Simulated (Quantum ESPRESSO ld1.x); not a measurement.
Species: neutral hafnium. Configuration: [Xe] 4f14 5d2 6s2.

Method: scalar-relativistic Kohn-Sham, LDA (Slater exchange, VWN5 correlation), spin-polarised, spherical densities, point nucleus; open shells are filled with parallel spins first; computed with ld1.x of Quantum ESPRESSO 7.5.

Energy parts (eV):
total: -410055.1
kinetic: 449239.9
electron-nucleus: -1011890.9
Hartree: 160721.8
exchange-correlation: -8125.9

Orbitals (lengths in bohr, moments of r in powers of bohr):
| orbital | occ. | eigenvalue (eV) | <1/r> | <r^2> |
|---|---|---|---|---|
| 1s up | 1 | -65232.047 | 83.77 | 0.0004955 |
| 1s down | 1 | -65232.048 | 83.77 | 0.0004955 |
| 2s up | 1 | -11156.962 | 19.56 | 0.007648 |
| 2s down | 1 | -11156.911 | 19.56 | 0.007648 |
| 2p up | 3 | -9800.160 | 17.85 | 0.006288 |
| 2p down | 3 | -9800.118 | 17.85 | 0.006288 |
| 3s up | 1 | -2541.483 | 7.233 | 0.04985 |
| 3s down | 1 | -2541.470 | 7.233 | 0.04985 |
| 3p up | 3 | -2136.216 | 6.708 | 0.05047 |
| 3p down | 3 | -2136.203 | 6.708 | 0.05047 |
| 3d up | 5 | -1655.745 | 6.348 | 0.04190 |
| 3d down | 5 | -1655.716 | 6.348 | 0.04190 |
| 4s up | 1 | -511.257 | 3.068 | 0.2479 |
| 4s down | 1 | -511.222 | 3.068 | 0.2479 |
| 4p up | 3 | -378.240 | 2.793 | 0.2822 |
| 4p down | 3 | -378.204 | 2.793 | 0.2822 |
| 4d up | 5 | -206.358 | 2.476 | 0.3328 |
| 4d down | 5 | -206.308 | 2.476 | 0.3327 |
| 4f up | 7 | -16.980 | 1.915 | 0.5999 |
| 4f down | 7 | -16.824 | 1.920 | 0.5911 |
| 5s up | 1 | -67.322 | 1.173 | 1.453 |
| 5s down | 1 | -66.761 | 1.177 | 1.444 |
| 5p up | 3 | -35.967 | 0.9731 | 2.064 |
| 5p down | 3 | -35.196 | 0.9784 | 2.044 |
| 5d up | 2 | -3.239 | 0.5456 | 7.468 |
| 5d down | 0 | -2.282 | 0.5305 | 8.451 |
| 6s up | 1 | -5.559 | 0.3739 | 13.00 |
| 6s down | 1 | -4.806 | 0.3601 | 14.05 |

The highest occupied level is 5d up at -3.239 eV. For comparison, the ionisation energy in NIST's Atomic Spectra Database is 6.825 eV (measured). In exact Kohn-Sham theory the highest level is minus the ionisation energy, but local and semilocal functionals leave it too shallow, through self-interaction and a potential that decays too fast; potentials with the right tail come closer. Summed over all electrons, <r^2> = 71.93 bohr^2, which gives a Langevin (diamagnetic) susceptibility term of -57 x 10^-6 cm^3/mol. The density falls to 0.001 e/bohr^3 at r = 4.96 bohr.
